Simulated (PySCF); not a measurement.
Planning a shielding job on `C1C(C1)NB(N)NBC`.

Method: GIAO PBE0/pcSseg-1 NMR shielding, non-relativistic, gas phase (PySCF 2.14.0, density-fitted response routines). Geometry: GFN2-xTB. Work: shieldings, ring-centre shieldings, charges and field gradients, density and orbital grids written, density fitting. The input is one job of a driver script: a line of settings, then coordinates in Å.

Command:
```bash
OMP_NUM_THREADS=1 python probes_run.py task.json out
```

Input:
```
{"job": {"kind": "nmr", "xc": "PBE0", "basis": "pcSseg-1"}, "charge": 0, "multiplicity": 1}
C     -3.937871     0.673321    -0.200886
B     -2.350739     0.637978    -0.246464
N     -1.651977    -0.472391     0.215575
B     -0.227848    -0.760652     0.288748
N      0.184211    -2.007306     0.802756
N      0.727092     0.183649    -0.141590
C      2.140626     0.017121    -0.156551
C      3.022954     1.158448     0.248309
C      2.902347    -0.039060     1.141933
H     -4.381717    -0.193020     0.286752
H     -4.296596     1.561624     0.316529
H     -4.348782     0.724879    -1.208380
H     -1.761243     1.558253    -0.681252
H     -2.217222    -1.232154     0.570784
H     -0.448162    -2.717769     1.121680
H      1.150711    -2.257099     0.897387
H      0.404382     1.062093    -0.512101
H      2.510995    -0.622965    -0.957822
H      2.542370     2.070793     0.566906
H      3.947448     1.313008    -0.287034
H      2.334404     0.071175     2.052258
H      3.744207    -0.710541     1.222707
```

Hardware: Arm Neoverse N1, one thread, no GPU, on a shared host. PySCF's memory limit was set to 1040 MB.

The basis has 218 functions.

Question: Which is nearest to the wall time?
A. 90 min
B. 11 s
C. 12 min
D. 90 s

Answer: D. The run took 90 s. The SCF took 14 cycles.

Estimate the peak memory.

About 0.96 GiB. Peak memory is the resident size of the whole Python process, interpreter and libraries included.

At this speed, how long would 5000 such jobs take on 96 cores, one job a core?

5000/96 gives 53 rounds of 90 s, about 80 min of wall time and 120 core-hours, if the jobs don't slow each other.

The SCF part of the output:
```
coarse grid: 17768 points
cycle   1  E = -373.7005343762  dE =  1.184e+00  |g| = 6.475e-01  |ddm| = 3.986e+00
cycle   2  E = -373.6775023095  dE =  2.303e-02  |g| = 7.463e-01  |ddm| = 1.099e+00
cycle   3  E = -373.8031170135  dE = -1.256e-01  |g| = 6.517e-02  |ddm| = 5.948e-01
cycle   4  E = -373.8038669217  dE = -7.499e-04  |g| = 3.277e-02  |ddm| = 6.584e-02
cycle   5  E = -373.8041025689  dE = -2.356e-04  |g| = 7.647e-03  |ddm| = 2.428e-02
cycle   6  E = -373.8041147353  dE = -1.217e-05  |g| = 2.022e-03  |ddm| = 6.712e-03
cycle   7  E = -373.8041155711  dE = -8.358e-07  |g| = 5.719e-04  |ddm| = 1.656e-03
final grid: 170064 points
cycle   8  E = -373.8469599835  dE = -5.506e-05  |g| = 1.122e-02  |ddm| = 3.402e-02
cycle   9  E = -373.8469494494  dE =  1.053e-05  |g| = 1.336e-02  |ddm| = 1.853e-02
cycle  10  E = -373.8469896250  dE = -4.018e-05  |g| = 8.365e-04  |ddm| = 9.669e-03
cycle  11  E = -373.8469897785  dE = -1.535e-07  |g| = 2.869e-04  |ddm| = 7.676e-04
cycle  12  E = -373.8469897954  dE = -1.698e-08  |g| = 7.810e-05  |ddm| = 2.327e-04
cycle  13  E = -373.8469897968  dE = -1.399e-09  |g| = 2.102e-05  |ddm| = 8.024e-05
cycle  14  E = -373.8469897969  dE = -8.583e-11  |g| = 6.622e-06  |ddm| = 1.794e-05
converged SCF energy = -373.8469897969
```

On the final grid dE counts from the start density on that grid.

Times come from a shared host and carry two figures at best.
